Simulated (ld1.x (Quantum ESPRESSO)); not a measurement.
## An all-electron radial function and its pseudo partner (Re (Z = 75))

Columns: radius, all-electron u(r) and pseudo u(r) of the 5s shell (level -71.04 eV) of rhenium in the configuration [Kr] 4d10 4f14 5s2 5p6 5d5 6s1 6p1; PBEsol, non-relativistic, TM scheme, ld1.x (Quantum ESPRESSO) 7.5.

| r (bohr) | all-electron | pseudo |
| --- | --- | --- |
| 0.088 | -0.0904 | 0.0319 |
| 0.175 | 0.4000 | 0.0686 |
| 0.262 | -0.1308 | 0.1163 |
| 0.350 | -0.5697 | 0.1831 |
| 0.438 | -0.5352 | 0.2761 |
| 0.525 | -0.2056 | 0.4000 |
| 0.612 | 0.2059 | 0.5550 |
| 0.700 | 0.5773 | 0.7312 |
| 0.788 | 0.8518 | 0.9007 |
| 0.875 | 1.0216 | 1.0314 |
| 0.962 | 1.1037 | 1.1046 |
| 1.050 | 1.1177 | 1.1177 |
| 1.138 | 1.0825 | 1.0825 |
| 1.225 | 1.0163 | 1.0163 |
| 1.312 | 0.9323 | 0.9323 |
| 1.400 | 0.8389 | 0.8389 |
| 1.487 | 0.7453 | 0.7453 |
| 1.575 | 0.6538 | 0.6538 |
| 1.662 | 0.5692 | 0.5692 |
| 1.750 | 0.4910 | 0.4910 |
| 1.838 | 0.4210 | 0.4210 |
| 1.925 | 0.3597 | 0.3597 |
| 2.012 | 0.3060 | 0.3060 |
| 2.100 | 0.2589 | 0.2589 |
| 2.188 | 0.2183 | 0.2183 |
| 2.275 | 0.1839 | 0.1839 |

Task: How many radial nodes do the two functions have?

Result: The all-electron 5s function has n − l − 1 = 4 (the table is too coarse to show those close to the nucleus); the pseudo-wave has 0, since the states of the same l below it are removed with the core.

Task: At about which radius was the pseudo-wave matched?

Result: 1.10 bohr, where the columns begin to agree (steps of 0.09 bohr).

Task: Is the pseudo-wave norm-conserving?

Result: Yes: the TM scheme keeps the norm inside the radius equal to the all-electron one, which fixes the energy derivative of the logarithmic derivative at the level.
